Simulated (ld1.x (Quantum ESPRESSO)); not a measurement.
## Ag (Z = 47): one change to a PAW potential, before and after

ld1.x (Quantum ESPRESSO) 7.5 input, shortened:

```
&input
   title='Ag', zed=47., rel=1, dft='PBESOL', iswitch=3,
   config='[Kr] 4d9 5s2 5p0'
 /
 &inputp
   pseudotype=3, lpaw=.true., tm=.true., lloc=-2, rcloc=1.70,
   nlcc=.false.,
   which_augfun='BESSEL', rmatch_augfun=1.55
 /
6
4S  1  0   2.00   0.00  1.60  1.75  0.0
5S  2  0   2.00   0.00  1.60  1.75  0.0
4P  2  1   6.00   0.00  1.35  1.70  0.0
5P  3  1   0.00   0.00  1.35  1.70  0.0
4D  3  2   9.00   0.00  1.80  2.00  0.0
4D  3  2   0.00  -0.15  1.80  2.00  0.0
 &test
   configts(1)='4s2 4p6 4d9 5s2 5p0'
 /
```

All-electron outer shells of the reference configuration (PBEsol, scalar-relativistic, ld1.x):

```
shell  level (eV)  outermost node (bohr)  outermost maximum (bohr)
   3p     -561.67                   0.15                      0.32
   3d     -362.97                      –                      0.27
   4s      -99.10                   0.44                      0.82
   4p      -62.48                   0.44                      0.87
   4d      -10.71                   0.43                      1.03
   5s       -5.59                   1.10                      2.40
   5p       -1.19                   1.24                      3.32
```

Change: wave 4d channel at -0.15 Ry: rcut 1.80, rcutus 2.00 bohr becomes 4d channel at 2.52 Ry: rcut 1.80, rcutus 2.00 bohr.

Cutoffs: the cutoffs (Ry, on a coarse ladder) from which the occupation-weighted sum of valence levels, in a spherical-Bessel basis at the reference potential, stays within 10 and 1 mRy of its value at 400 Ry; they do not see the model core or the augmentation charge, which bear on the density cutoff. Errors are all-electron minus pseudo energies relative to the spin-unpolarised reference configuration.

Task: Predict the effect on cutoff, ghosts and configuration errors.

Result: The potential gets neither clearly harder nor softer (40 Ry and 70 Ry → 40 Ry and 70 Ry); the number of tests that count goes from 6 to 7; of the 6 tests that both files solve, the error grows in 3 and shrinks in 2 by more than 15 % and 0.3 meV (median size 2.0 → 1.8 meV); neither file shows a bound ghost at the reference potential, the only one tested.

| quantity | base | changed |
| --- | --- | --- |
| cutoff, loose | 40 Ry | 40 Ry |
| cutoff, tight | 70 Ry | 70 Ry |
| bound ghosts | none | none |
| tests counted (converged, no solver errors) | 6 of 7 | 7 of 7 |
| error for 4s2 4p6 4d10 5s1 5p0, meV [ΔE -4.05 eV] | -2.1 | +1.8 |
| error for 4s2 4p6 4d10 5s0 5p0, meV [ΔE 3.69 eV] | -4.4 | +0.2 |
| error for 4s2 4p6 4d9 5s0 5p0, meV [ΔE 25.81 eV] | +1.1 | -4.8 |
| error for 4s2 4p6 4d10 5s0.5 5p0, meV [ΔE -1.03 eV] | -2.8 | +1.8 |
| error for 4s2 4p6 4d9 5s1 5p0, meV [ΔE 9.11 eV] | +0.3 | -0.7 |
| error for 4s2 4p6 4d10 5s0 5p1, meV [ΔE -0.12 eV] | -2.0 | +3.3 |
| s: phases at 2.21 bohr within 0.05 rad from the reference energy up to (Ry; the scan ends near 5) | to the end of the scan | to the end of the scan |
| p: phases at 2.21 bohr within 0.05 rad from the reference energy up to (Ry; the scan ends near 5) | to the end of the scan | to the end of the scan |
| d: phases at 2.21 bohr within 0.05 rad from the reference energy up to (Ry; the scan ends near 5) | to the end of the scan | to the end of the scan |
| lowest overlap eigenvalue by channel | s 0.08, p 0.08, d 1.00 | s 0.08, p 0.08, d 0.85 |

Base: Tests not counted: 4s2 4p6 4d7 5s0 5p0 (solver errors, printed error -2639 eV).
